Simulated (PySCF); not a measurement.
C₃H₃F₄, SMILES [CH](F)CC(F)(F)F, multiplicity 2. The structure is a stationary point at PBE-D3(BJ)/def2-SVP. The isomer is the one that the SMILES or the coordinates give; other isomers of the formula were not compared. One conformer was computed; it need not be the lowest.

Computed equilibrium geometry at PBE-D3(BJ)/def2-SVP (PySCF confirms it by a frequency run) as Cartesian coordinates in Å (one conformer of several):
```xyz
10

F      2.1526    -0.6867    -0.8338
C      1.7680    -0.0402     0.2796
C      0.4556    -0.4270     0.8531
C     -0.7616     0.1413     0.1158
F     -0.7984    -0.2699    -1.1699
F     -1.9136    -0.2505     0.7088
F     -0.7419     1.4957     0.1129
H      2.2069     0.9655     0.3898
H      0.3458    -1.5320     0.8550
H      0.3871    -0.0749     1.9023
```
Charge 0, spin multiplicity 2.
